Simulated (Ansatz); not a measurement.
System: Si₂H₄, net charge 0, singlet state. 
Coordinates optimised at B3LYP-D3(BJ)/def2-TZVP (Ansatz, a program for electronic structure):
SMILES: [SiH][SiH3]
```xyz
6

Si     0.0071     1.0500     0.8096
H     -0.4184     1.8608    -0.4081
Si     0.0198    -0.9006    -0.5838
H      0.9769    -0.6998    -1.7070
H     -1.3363    -1.1013    -1.1659
H      0.4013    -2.1512     0.1194
```

Basis-set convergence of Hartree-Fock and CCSD(T) correlation energies (hartree) with Ansatz. Cores are frozen in the correlated levels unless marked. No spin-orbit coupling. No relativistic terms.

The Hartree-Fock reference is unstable (checked in the largest basis), which strains HF and MP2. 

| basis | functions | E(HF) | E(corr, CCSD(T)) |
|---|---|---|---|
| def2-SVP | 56 | -579.93105 | -0.23833 |
| def2-TZVPP | 140 | -580.13460 | -0.28916 |
| def2-QZVPP | 260 | -580.15209 | -0.30293 |

Extrapolating the two largest sets (X = 3 and 4) as X^-3: E(corr) = (64·(-0.30293) - 27·(-0.28916))/37 = -0.3130 Eh, an estimate of the basis-set limit. The largest set recovers 96.8 % of it, the smallest 76.1 %.
